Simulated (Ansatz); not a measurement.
Cartesian coordinates (Å):
```xyz
14

B      2.5784     0.0303    -0.0725
C      1.0410     0.2382     0.0064
C      0.1640    -0.8541    -0.1405
C     -1.2211    -0.6566    -0.0674
O     -2.1237    -1.6509    -0.1978
C     -1.6813     0.6455     0.1527
C     -0.7394     1.6722     0.2871
N      0.5762     1.4964     0.2199
H      3.0178    -1.0793    -0.2629
H      3.3244     0.9645     0.0547
H      0.5720    -1.8549    -0.3115
H     -1.6653    -2.4898    -0.3444
H     -2.7532     0.8414     0.2160
H     -1.0899     2.6970     0.4600
```
Charge 0, multiplicity 1.

Calculation: frozen-core CCSD(T)/cc-pVTZ // B3LYP-D3(BJ)/def2-SVP (Ansatz, a program for electronic structure). The restricted HF reference is unstable towards unrestricted orbitals.

HF energy: -346.92446 Ha
MP2 correlation energy: -1.31347 Ha

Problem. Estimate the CCSD correlation energy, the (T) correction, the total energy and the T1 diagnostic.

Solution. 
```yaml
CCSD correlation energy: -1.33693 Ha
"(T) correction": -0.06897 Ha
CCSD(T) total energy: -348.33036 Ha
T1 diagnostic: 0.013
```
